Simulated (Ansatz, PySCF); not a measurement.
Process, species as SMILES: CC1=CC=CC1 + 8 [H][H] (H2) → 6 C (CH4)
Each molecule is optimised on its own at B3LYP-D3(BJ)/def2-TZVP (Ansatz, a first-principles code), one conformer each, not searched for the lowest. Unstable Hartree-Fock reference: CC1=CC=CC1.

Property: energy of full hydrogenation (0 K, with B3LYP-D3(BJ) harmonic zero-point energies from PySCF), in kcal/mol. Cores are frozen in the correlated levels unless marked. Spin-orbit coupling is left out. No relativistic terms. CBS(X,Y): correlation extrapolated as X^-3; Hartree-Fock from the larger set.

```csv
level,program,energy of full hydrogenation (kcal/mol)
B97M-V/def2-TZVPD,Ansatz,-134.9
B3LYP-D4/def2-TZVPD,Ansatz + dftd4,-125.0
PBE0-D4/def2-TZVP,Ansatz + dftd4,-131.4
PBE0/def2-QZVPP,Ansatz,(withheld)
B2GP-PLYP/def2-TZVPD,Ansatz,(withheld)
SCS-MP2/6-31G*,Ansatz,-118.2
"CCSD(T)/CBS(cc-pVTZ,cc-pVQZ)",Ansatz,-125.3
```

### Question
Fill in the missing entries.

### Answer

- PBE0/def2-QZVPP, energy of full hydrogenation (kcal/mol): -136.6
- B2GP-PLYP/def2-TZVPD, energy of full hydrogenation (kcal/mol): -127.4
